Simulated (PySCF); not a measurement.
**Identify the compound**

The spectra below were simulated for a compound C6H11O3P.

1H NMR (400 MHz, computed): δ 3.96 (s, 3H), 3.91 (m, 4H), 1.77 (m, 4H).

13C{1H} NMR (computed): δ 188.9 (C), 70.0 (CH2), 53.3 (CH3), 24.6 (CH2).

All values are calculated (PySCF 2.14.0 with density-fitted response routines): GFN2-xTB structure, NMR shieldings at PBE0/pcSseg-1/GIAO. One computed conformer, relativity neglected, gas phase, equivalent nuclei averaged.

References, each an isolated molecule treated in the same way: 1H (31.72 ppm), 13C (186.93 ppm) against TMS.

Question: Propose a structure and justify it.

Answer: 
- 4 carbon signals for 6 carbons: some carbons are equivalent by symmetry or fast rotation.
- Carbon types of the structure: 1 × C, 4 × CH2, 1 × CH3, which accounts for all hydrogens.
- δC 188.9: carbonyl carbon.
- δC 70.0: sp3 CH2 bonded to O; the inductive effect lowers its shielding.
- δC 53.3: methyl carbon bonded to O; the inductive effect lowers its shielding.
- δC 24.6: sp3 CH2 bonded to P.
- δH 3.96: hydrogen on a methyl carbon bonded to O; its carbon carries O, which withdraws density.
- δH 3.91: hydrogen on an sp3 CH2 bonded to O; its carbon carries O, an electronegative neighbour.
- δH 1.77: hydrogen on an sp3 CH2 bonded to P.

These data were computed for `C1CP(C(OC)=O)CCO1`.

The shifts were computed for this structure.

Splittings by 31P in the carbon and heteronuclear signals aren't shown, as no couplings were computed. Shifts are as computed. Against solution values, carbons near 30 ppm lie about +3 ppm off and those near 130 ppm about +5 ppm. Of 1211 compounds with measured shifts, 218 miss one by over three times the rms of a fit or turn the order of signals round; such compounds aren't used in these exercises. Multiplicities follow the n + 1 count of equivalent neighbours, as no J values were calculated; m marks all less simple cases, F and P coupling included.
